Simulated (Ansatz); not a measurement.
CH5AlO3 (`C[O][Al]([OH])[OH]`). Charge 0, multiplicity 1. The structure was optimised at the PBE0-D4/def2-TZVP level. It is one conformer, not always the lowest.

```xyz
10

C     1.774   -0.420   -0.162
O     0.441   -0.436   -0.588
Al   -0.991    0.192    0.019
O    -2.447   -0.041   -0.805
O    -0.967    1.062    1.467
H     1.907    0.125    0.779
H     2.405    0.052   -0.922
H     2.133   -1.445   -0.016
H    -2.497   -0.527   -1.626
H    -1.756    1.438    1.853
```

Task: What is the dipole moment at r2SCAN/def2-TZVPP? (Estimate.)

Result: Ansatz gave: 0.33 D, with components (-0.04, -0.16, -0.28) D in this frame, pointing from negative to positive charge.

Task: And with PBE, B3LYP, ωB97M-V? (Estimate.)

Result: Computed: PBE 0.31 D, B3LYP 0.32 D, ωB97M-V 0.32 D.

Task: Give the Mulliken charges with r2SCAN, PBE, B3LYP in def2-TZVPP. (An estimate is asked.)

Result: The calculation gave: 
```
atom  r2SCAN    PBE  B3LYP
  C1    0.03  -0.13  -0.11
  O2   -0.40  -0.32  -0.39
 Al3    0.73   0.58   0.71
  O4   -0.44  -0.38  -0.42
  O5   -0.44  -0.38  -0.42
  H6    0.05   0.10   0.10
  H7    0.05   0.09   0.09
  H8    0.05   0.09   0.09
  H9    0.19   0.18   0.18
 H10    0.19   0.18   0.18
```

B3LYP here is the variant with VWN-RPA as its local correlation; programs differ in this.
